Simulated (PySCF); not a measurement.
W(S)(F)2(OH)2 (F₂H₂O₂SW), SMILES [F][W]([F])([OH])([OH])=[S], multiplicity 1.

The structure is a stationary point at B3LYP-D3(BJ)/def2-SVP. The spin state was assumed, not searched. The structure was generated by enumeration; whether it is a known compound was not checked. The def2 effective core potentials stand for the cores of W; spin–orbit coupling is left out. One conformer was computed; it need not be the lowest.

Two levels are set side by side: TDA-PBE/def2-SVPD (PySCF) and TDA-CAM-B3LYP/def2-SVPD (PySCF). Vertical, same geometry. The lowest singlet is HOMO→LUMO 99 % with PBE and HOMO→LUMO 98 % with the other functional; states are paired by order. Differences are taken from unrounded values.

| quantity | TDA-PBE |
|---|---|
| lowest singlet excitation (eV) | 2.93 |
| lowest triplet excitation (TDA) (eV) | 2.77 |

Question: These are the TDA-PBE values. What does TDA-CAM-B3LYP give? (The exact figures need the calculation; the answer reports its results.)

Answer: 
| quantity | TDA-CAM-B3LYP | TDA-PBE minus TDA-CAM-B3LYP |
|---|---|---|
| lowest singlet excitation (eV) | 3.45 | -0.52 |
| lowest triplet excitation (TDA) (eV) | 3.11 | -0.34 |

A lower first singlet is the usual sign of a functional without exact exchange. Differences between two approximate levels are no errors against the true value.

Rough cost on one machine, each run with all the roots and properties that it gave: TDA-CAM-B3LYP against TDA-PBE about 3 times.
